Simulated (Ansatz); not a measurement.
Mulliken charges of `O[Si](O)(Cl)[SiH](F)Cl` from r2SCAN/def2-TZVPP in Ansatz (PBE0-D4/def2-TZVP geometry).

```
atom   x (Å)   y (Å)   z (Å)  charge (e)
  O1   0.226  -1.619  -1.078      -0.395
 Si2  -0.235  -0.669   0.154       0.648
  O3   0.454  -1.212   1.533      -0.390
 Cl4  -2.277  -0.676   0.424      -0.246
 Si5   0.421   1.500  -0.431       0.581
  F6   0.177   2.440   0.837      -0.310
 Cl7  -0.739   2.178  -1.967      -0.225
  H8   0.117  -2.570  -1.007       0.208
  H9   0.016  -1.020   2.364       0.213
 H10   1.839   1.648  -0.828      -0.083
```

Problem. By hand: the dipole of these point charges (1 e Å = 4.8032 D).

Solution. Σ q r = (0.373, -0.419, 0.119) e Å, of length 0.573 e Å = 2.75 D.

Problem. How does the dipole of the full density compare? (Estimate.)

Solution. Computed: (0.126, -0.430, 0.217) e Å, 2.39 D; the point charges give 1.15 times that, at 28° from its direction.

Point charges leave out the atoms' own dipoles, such as those of lone pairs, and Mulliken's split depends on the basis, so the two needn't agree.
